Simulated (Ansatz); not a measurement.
`C[Se]C(O)F`, relaxed with RKS PBE-D4/def2-SVP in the Gaussian-basis code of Ansatz from a rough embedded geometry. The force threshold is 0.03 eV/Å; the program also tests the step.

The species carries charge 0 and has multiplicity 1.

Start:

```xyz
10

C    -1.395   -0.855    0.220
Se    0.056   -0.372    1.485
C     1.104    0.403    0.066
O     0.568    1.548   -0.470
F     2.386    0.709    0.520
H    -1.022   -1.560   -0.482
H    -1.794    0.047   -0.209
H    -2.159   -1.359    0.859
H     1.215   -0.402   -0.782
H     1.041    1.838   -1.207
```

By how much does the energy fall, and how many steps does the optimiser take? (Best estimate.)

Computed: 6.70 kcal/mol, in 8 steps.

Which bonds change most? (Estimate.)

The calculation gave: C3–H9 from 1.174 to 1.116 Å; O4–H10 from 0.924 to 0.978 Å; Se2–C3 from 1.927 to 1.980 Å; C1–H6 from 1.062 to 1.107 Å.

Give the relaxed structure. (Best estimate.)

Computed: 
```xyz
10

C    -1.425   -0.848    0.254
Se    0.134   -0.540    1.403
C     1.207    0.401    0.030
O     0.489    1.467   -0.458
F     2.363    0.811    0.671
H    -1.196   -1.574   -0.550
H    -1.755    0.116   -0.173
H    -2.221   -1.262    0.901
H     1.514   -0.313   -0.771
H     0.890    1.741   -1.307
```
